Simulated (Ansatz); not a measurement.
**GeSiH4F2 (SMILES F[SiH](F)[GeH3]): methods side by side**

GeSiH4F2 has 8 atoms, charge 0, and is taken as a singlet. SMILES: `F[SiH](F)[GeH3]`. The shape was relaxed beforehand at r2SCAN/def2-SVP.

```csv
atom,x (Å),y (Å),z (Å)
F,1.2849,-1.4385,1.2088
Si,1.1363,-0.1149,0.2852
F,1.9779,-0.3895,-1.0726
Ge,-1.1441,0.1716,-0.2758
H,1.7871,1.0123,1.0011
H,-1.9786,0.3878,0.9941
H,-1.6568,-1.0769,-1.0043
H,-1.3148,1.3910,-1.1921
```

Each level gives the dissociation energy of the Si2–F1 bond into doublet GeSiH4F and doublet F (shapes relaxed at r2SCAN/def2-SVP, no zero-point term) (eV). The values are calculated.

| level | kind | program | value (eV) | CPU time (all runs) |
| --- | --- | --- | --- | --- |
| HF/def2-SVP | Hartree–Fock | Ansatz | 4.93 | 3.1 s |
| PBE/def2-SVP | GGA | Ansatz | 6.61 | 5.7 s |
| r2SCAN/def2-SVP | meta-GGA | Ansatz | 6.48 | 15 s |
| B3LYP/def2-SVP | global hybrid | Ansatz | 6.47 | 8.1 s |
| MP2/def2-SVP | perturbation theory | Ansatz | 6.60 | 3.7 s |

All-electron rows without a relativistic Hamiltonian named are non-relativistic. The values span 4.93 to 6.61 eV. Hartree–Fock misses the correlation of the electron pair that is broken and comes out low. Measured bond enthalpies also hold zero-point and thermal terms, a few tenths of an eV less. In the correlated wave-function rows the outer d shell of Ge is correlated, in sets not made for it. Times are those of the runs behind each value, whatever else they computed, on shared processors of several kinds: orders of magnitude only.
